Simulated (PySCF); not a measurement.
C₃H₇AlClF (SMILES CC[CH2][Al]([F])[Cl]), singlet, geometry from GFN2-xTB (such geometries of metal compounds can be far from the true shape), with bond 9-5 at 1.4 times its length; PySCF with CASSCF(10,8)/STO-3G.

PySCF was given this input:
```python
from pyscf import gto, scf, mcscf
import numpy

mol = gto.M(
    atom='''
Al    0.049444    0.708982    0.208276
Cl    1.288756    2.312881    0.115044
F    -1.391691    0.932665    0.997533
C     0.347165   -1.119336   -0.535183
C    -0.864440   -2.011427   -0.236351
C    -0.672483   -3.422464   -0.781847
H     1.251669   -1.573310   -0.114185
H     0.520777   -1.082545   -1.616785
H    -1.092645   -2.075143    1.275108
H    -1.761416   -1.569016   -0.676682
H    -0.532561   -3.399640   -1.860896
H    -1.541065   -4.038983   -0.561876
H     0.202175   -3.889938   -0.333686
''',
    basis='sto-3g',
    charge=0,
    spin=0,
    verbose=4,
)

mf = scf.RHF(mol)
mf.kernel()
mc = mcscf.CASSCF(mf, 8, 10)
mc.fix_spin_(ss=0.0)
mc.kernel()
occ = numpy.linalg.eigvalsh(mc.fcisolver.make_rdm1(mc.ci, mc.ncas, mc.nelecas))[::-1]
ss = mc.fcisolver.spin_square(mc.ci, mc.ncas, mc.nelecas)[0]
print('natural occupations', occ.round(4), ' <S^2>', round(ss, 4))
```

The log (banner, timings and long lists left out):

```
PySCF version 2.14.0

[INPUT] verbose = 4
[INPUT] num. atoms = 13
[INPUT] num. electrons = 64
[INPUT] charge = 0
[INPUT] spin (= nelec alpha-beta = 2S) = 0
[INPUT] symmetry False subgroup None
[INPUT] Mole.unit = angstrom
[INPUT] Symbol           X                Y                Z      unit          X                Y                Z       unit  Magmom
[...]
nuclear repulsion = 333.520028630047
number of shells = 29
number of NR pGTOs = 135
number of NR cGTOs = 45
basis = sto-3g
ecp = {}

******** <class 'pyscf.scf.hf.RHF'> ********
method = RHF
initial guess = minao
damping factor = 0
level_shift factor = 0
DIIS = <class 'pyscf.scf.diis.CDIIS'>
diis_start_cycle = 1
diis_space = 8
diis_damp = 0
SCF conv_tol = 1e-09
SCF conv_tol_grad = None
SCF max_cycles = 50
direct_scf = True
direct_scf_tol = 1e-13
Set gradient conv threshold to 3.16228e-05
Initial guess from minao.
init E= -907.726039941752
[...]
cycle= 1 E= -907.906355191552  delta_E= -0.18  |g|= 0.428  |ddm|= 4.06
[...]
cycle= 2 E= -908.00105697713  delta_E= -0.0947  |g|= 0.113  |ddm|= 0.961
[...]
cycle= 3 E= -908.006722619213  delta_E= -0.00567  |g|= 0.0303  |ddm|= 0.203
[...]
cycle= 4 E= -908.007407228041  delta_E= -0.000685  |g|= 0.00663  |ddm|= 0.088
[...]
cycle= 5 E= -908.007442030152  delta_E= -3.48e-05  |g|= 0.00218  |ddm|= 0.0175
[...]
cycle= 6 E= -908.007446353683  delta_E= -4.32e-06  |g|= 0.000457  |ddm|= 0.0071
[...]
cycle= 7 E= -908.007446547122  delta_E= -1.93e-07  |g|= 8.66e-05  |ddm|= 0.00154
[...]
cycle= 8 E= -908.007446553939  delta_E= -6.82e-09  |g|= 2.44e-05  |ddm|= 0.000253
[...]
cycle= 9 E= -908.007446554413  delta_E= -4.74e-10  |g|= 4.95e-06  |ddm|= 7.35e-05
[...]
Extra cycle  E= -908.007446554423  delta_E= -1.09e-11  |g|= 1.81e-06  |ddm|= 9.47e-06
converged SCF energy = -908.007446554423

******** <class 'pyscf.mcscf.mc1step.CASSCF'> ********
CAS (5e+5e, 8o), ncore = 27, nvir = 10
max_cycle_macro = 50
max_cycle_micro = 4
conv_tol = 1e-07
conv_tol_grad = None
orbital rotation max_stepsize = 0.02
orbital rotation threshold for CI restart = 0.01
augmented hessian ah_max_cycle = 30
augmented hessian ah_conv_tol = 1e-12
augmented hessian ah_linear dependence = 1e-14
augmented hessian ah_level shift = 1e-08
augmented hessian ah_start_tol = 2.5
augmented hessian ah_start_cycle = 3
augmented hessian ah_grad_trust_region = 3
kf_trust_region = 3
kf_interval = 4
ci_response_space = 4
ci_grad_trust_region = 3
with_dep4 0
natorb = False
canonicalization = True
sorting_mo_energy = False
ao2mo_level = 2
internal_rotation = False
******** <class 'pyscf.fci.addons.SpinPenaltyFCISolver'> ********
max. cycles = 50
conv_tol = 1e-08
davidson only = True
linear dependence = 1e-12
level shift = 0.001
max iter space = 12
nroots = 1
pspace_size = 400
spin = None
CASCI E = -908.037014015264  S^2 = 0.0000000
Set conv_tol_grad to 0.000316228
macro iter   1 ( 21 JK    4 micro), CASSCF E = -908.055495994953  dE = -1.84819797e-02  S^2 = 0.0000000
               |grad[o]|=0.0352  |grad[c]|=0.0357  |ddm|=0.0482  |maxRot[o]|=0.196
macro iter   2 ( 21 JK    4 micro), CASSCF E = -908.061240034852  dE = -5.74403990e-03  S^2 = 0.0000000
               |grad[o]|=0.0181  |grad[c]|=0.0148  |ddm|=0.0533  |maxRot[o]|=0.277
macro iter   3 ( 21 JK    4 micro), CASSCF E = -908.063945421221  dE = -2.70538637e-03  S^2 = 0.0000000
               |grad[o]|=0.0134  |grad[c]|=0.00976  |ddm|=0.0333  |maxRot[o]|=0.291
macro iter   4 ( 21 JK    4 micro), CASSCF E = -908.065274516714  dE = -1.32909549e-03  S^2 = 0.0000000
               |grad[o]|=0.0121  |grad[c]|=0.00771  |ddm|=0.0174  |maxRot[o]|=0.239
macro iter   5 ( 21 JK    4 micro), CASSCF E = -908.065665518313  dE = -3.91001599e-04  S^2 = 0.0000000
               |grad[o]|=0.0115  |grad[c]|=0.018  |ddm|=0.00521  |maxRot[o]|=0.0389
macro iter   6 ( 21 JK    4 micro), CASSCF E = -908.065875244262  dE = -2.09725949e-04  S^2 = 0.0000000
               |grad[o]|=0.00686  |grad[c]|=0.00835  |ddm|=0.00475  |maxRot[o]|= 0.09
[...]
               |grad[o]|=0.000851  |grad[c]|=0.0091  |ddm|=0.000405  |maxRot[o]|=0.0697
macro iter  30 (  7 JK    2 micro), CASSCF E = -908.079694284049  dE = -6.89167382e-06  S^2 = 0.0000000
               |grad[o]|=0.000432  |grad[c]|=0.00622  |ddm|=0.000441  |maxRot[o]|=0.0529
macro iter  31 (  7 JK    2 micro), CASSCF E = -908.079696374455  dE = -2.09040570e-06  S^2 = 0.0000000
               |grad[o]|=0.000163  |grad[c]|=0.00102  |ddm|=0.000125  |maxRot[o]|=0.0219
macro iter  32 (  7 JK    2 micro), CASSCF E = -908.079697101491  dE = -7.27035740e-07  S^2 = 0.0000000
               |grad[o]|=0.000223  |grad[c]|=0.000342  |ddm|=7.5e-05  |maxRot[o]|=0.0129
macro iter  33 ( 12 JK    3 micro), CASSCF E = -908.079695549798  dE =  1.55169255e-06  S^2 = 0.0000000
               |grad[o]|=0.000185  |grad[c]|=0.00401  |ddm|=0.00202  |maxRot[o]|= 0.08
macro iter  34 ( 17 JK    4 micro), CASSCF E = -908.079696106958  dE = -5.57159751e-07  S^2 = 0.0000000
               |grad[o]|=0.000433  |grad[c]|=0.00162  |ddm|=0.000608  |maxRot[o]|=0.035
macro iter  35 ( 17 JK    4 micro), CASSCF E = -908.079690817000  dE =  5.28995815e-06  S^2 = 0.0000000
               |grad[o]|=0.000341  |grad[c]|=0.00394  |ddm|=0.0016  |maxRot[o]|=0.0681
macro iter  36 ( 21 JK    4 micro), CASSCF E = -908.079691978485  dE = -1.16148499e-06  S^2 = 0.0000000
               |grad[o]|=0.000362  |grad[c]|=0.00103  |ddm|=3.91e-05  |maxRot[o]|=0.00857
macro iter  37 (  7 JK    2 micro), CASSCF E = -908.079694805947  dE = -2.82746225e-06  S^2 = 0.0000000
               |grad[o]|=0.000194  |grad[c]|=0.000487  |ddm|=0.000202  |maxRot[o]|=0.0284
macro iter  38 (  6 JK    1 micro), CASSCF E = -908.079696979984  dE = -2.17403658e-06  S^2 = 0.0000000
               |grad[o]|=0.000112  |grad[c]|=0.00204  |ddm|=0.000238  |maxRot[o]|=0.0253
macro iter  39 (  6 JK    1 micro), CASSCF E = -908.079697704787  dE = -7.24803954e-07  S^2 = 0.0000000
               |grad[o]|=7.21e-05  |grad[c]|=0.00116  |ddm|=8.22e-05  |maxRot[o]|=0.0151
macro iter  40 ( 13 JK    3 micro), CASSCF E = -908.079693047508  dE =  4.65727919e-06  S^2 = 0.0000000
               |grad[o]|=0.000165  |grad[c]|=0.00494  |ddm|=0.0011  |maxRot[o]|=0.0545
macro iter  41 (  7 JK    2 micro), CASSCF E = -908.079695158025  dE = -2.11051645e-06  S^2 = 0.0000000
               |grad[o]|=0.000218  |grad[c]|=0.000448  |ddm|=0.000114  |maxRot[o]|=0.0188
macro iter  42 (  6 JK    1 micro), CASSCF E = -908.079697180450  dE = -2.02242563e-06  S^2 = 0.0000000
               |grad[o]|=0.000101  |grad[c]|=0.00212  |ddm|=0.000231  |maxRot[o]|=0.0225
macro iter  43 (  7 JK    1 micro), CASSCF E = -908.079697712037  dE = -5.31586238e-07  S^2 = 0.0000000
               |grad[o]|=8.66e-05  |grad[c]|=0.000935  |ddm|=5.74e-05  |maxRot[o]|=0.00977
macro iter  44 (  7 JK    1 micro), CASSCF E = -908.079697954078  dE = -2.42040983e-07  S^2 = 0.0000000
               |grad[o]|=0.000148  |grad[c]|=0.000636  |ddm|=4.15e-05  |maxRot[o]|=0.00817
macro iter  45 (  7 JK    1 micro), CASSCF E = -908.079698100227  dE = -1.46149432e-07  S^2 = 0.0000000
               |grad[o]|=0.000118  |grad[c]|=0.000422  |ddm|=3.72e-05  |maxRot[o]|=0.00672
macro iter  46 (  7 JK    1 micro), CASSCF E = -908.079698209142  dE = -1.08914719e-07  S^2 = 0.0000000
               |grad[o]|=0.000105  |grad[c]|=0.000435  |ddm|=3.45e-05  |maxRot[o]|=0.00894
macro iter  47 (  7 JK    1 micro), CASSCF E = -908.079698267941  dE = -5.87996283e-08  S^2 = 0.0000000
               |grad[o]|=6.31e-05  |grad[c]|=0.000312  |ddm|=2.52e-05  |maxRot[o]|=0.00465
1-step CASSCF converged in  47 macro (536 JK 119 micro) steps
CASSCF canonicalization
Density matrix diagonal elements [1.98183712 1.9986506  1.98896861 1.92237093 1.9693379  0.01927628
 0.03908678 0.08047178]
CASSCF energy = -908.079698267941
CASCI E = -908.079698267941  E(CI) = -23.9363481360446  S^2 = 0.0000000
natural occupations [1.9998 1.9986 1.9806 1.9713 1.9137 0.0862 0.0332 0.0165]  <S^2> 0.0
```
